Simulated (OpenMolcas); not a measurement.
Pt2+ with 6 ligands (chloride) in octahedral coordination (Oh). A charge of +0.667 e stands 2.8 Å behind each ligand. Ligand basis ANO-RCC-VDZP.

| Item | Value |
| --- | --- |
| Program | OpenMolcas |
| Method | CASSCF |
| Basis | ANO-RCC-VTZP [8s7p5d3f1g] |
| Scalar Hamiltonian | DKH2, point nucleus |
| Active space | 8 electrons in 5 orbitals (5d) |
| State averaging | 2S+1 = 3 even, 10 roots; 2S+1 = 1 even, 15 roots |
| Spin-orbit coupling | RASSI with atomic mean-field integrals over the reference wave functions |

All ligands move together. At R = 2.4 Å the first state of the same spin is 15284 cm-1, and at R = 2.66 Å it is 8083 cm-1.

A third run gives 10318 cm-1. What distance was it run at?

With a power law R^-n the two known points give n = -ln(8083 / 15284) / ln(2.66 / 2.4) = 6.19. Then R = 2.4 × (15284 / 10318)^(1/6.19) = 2.557 Å. The run was at 2.56 Å, so the estimate is off by -0.003 Å.

Without dynamic correlation the repulsion within the d shell is too large (B by tens of per cent), so at a given field states of lower spin stand too high. Real 4d8 and 5d8 ions are as a rule square planar and diamagnetic. With metal d orbitals alone the field can be off either way by tens of per cent. Ligand-to-metal charge-transfer states are missing. With no ligand orbital active B as a rule stays too high, so bands that hang on it stand too high and its fall with covalency is understated. The least metal-like active orbital is 79 % on the metal (Löwdin) and no ligand orbital is active, so the numbers are rough (holds for R = 2.4). The least metal-like active orbital is 85 % on the metal (Löwdin) and no ligand orbital is active, so the numbers are rough (holds for R = 2.56). No measured value stands beside these numbers; the geometry is a model, was not optimised and need not be the one that this ion takes.
